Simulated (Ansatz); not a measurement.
# Worked example: BH2(CH3) + Cd(SH)2 → BH2(SH) + Cd(CH3)(SH)

Species: BH2(CH3), singlet; Cd(SH)2, singlet; BH2(SH), singlet; Cd(CH3)(SH), singlet. The partners trade CH3 for SH: B–CH3 and Cd–SH bonds give way to B–SH and Cd–CH3.

Shapes, held fixed at every level: PBE0-D4/def2-TZVP. Programs: Ansatz 0.2.0. Electronic energies: no zero-point or thermal term.

At CCSD(T)/def2-TZVPP; 1 Eh = 2625.50 kJ/mol:

| species | energy (Eh) |
| --- | --- |
| BH2(CH3) | -65.797563 |
| Cd(SH)2 | -964.291239 |
| BH2(SH) | -424.329173 |
| Cd(CH3)(SH) | -605.758548 |

Q: Work out ΔE of the reaction at this level.

A: 
1. Products less reactants: (-424.329173) + (-605.758548) − [(-65.797563) + (-964.291239)] = 0.001081 Eh = +2.8 kJ/mol.

Other levels give -3.3 (SPW92/def2-TZVPP) to +39.5 kJ/mol (HF/def2-TZVPP). No measured value is set beside it here. For atoms past krypton def2 sets carry core potentials with scalar relativity. Correlated rows may include outer-core shells of Cd, which these sets cover unevenly.
